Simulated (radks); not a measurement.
Radial electron density D(r) = 4 pi r^2 rho(r) of an atom or ion with 7 electrons. All-electron calculation, scalar-relativistic Kohn-Sham, r2SCAN, spin-unpolarised, spherical densities, finite nucleus; meta-GGA in the generalised Kohn-Sham scheme; Fermi nuclear charge, rms radius of each element as measured or else 0.836 A^(1/3) + 0.57 fm. Program: a radial shooting solver on a logarithmic mesh with Libxc functionals.

```
   r/bohr * D(r) (the largest magnitude, 6.66, reaches the edge; | marks zero)
 0.007978 |*
  0.01014 | *
  0.01289 |   *
  0.01652 |    *
    0.021 |       *
   0.0267 |           *
  0.03394 |                *
  0.04315 |                       *
  0.05485 |                                *
  0.07029 |                                         *
  0.08936 |                                                 *
   0.1136 |                                                      *
   0.1444 |                                                      *
   0.1836 |                                                *
   0.2334 |                                     *
   0.2991 |                            *
   0.3802 |                        *
   0.4833 |                             *
   0.6144 |                                    *
    0.781 |                                       *
   0.9929 |                                  *
    1.262 |                      *
    1.617 |          *
    2.056 |   *
    2.614 | *
    3.323 |*
    4.224 |*
     5.37 |*
    6.882 *
    8.748 *
    11.12 *
```

What is the nuclear charge?

Answer. Z = 8. The innermost maximum, from 1s, lies near gamma/Z bohr with gamma = sqrt(1 - (Z/c)^2) = 0.998, here 0.125 bohr (found: 0.128), and its height grows with Z. The density is that of the oxygen ion O+ in 1s1.5 2s2 2p3 3s0.5; the configuration itself is not fixed sharply by these data. D(r) has 2 maxima, at r = 0.128, 0.763 bohr, and minima at 0.371 bohr, inside which lie 1.63 electrons.
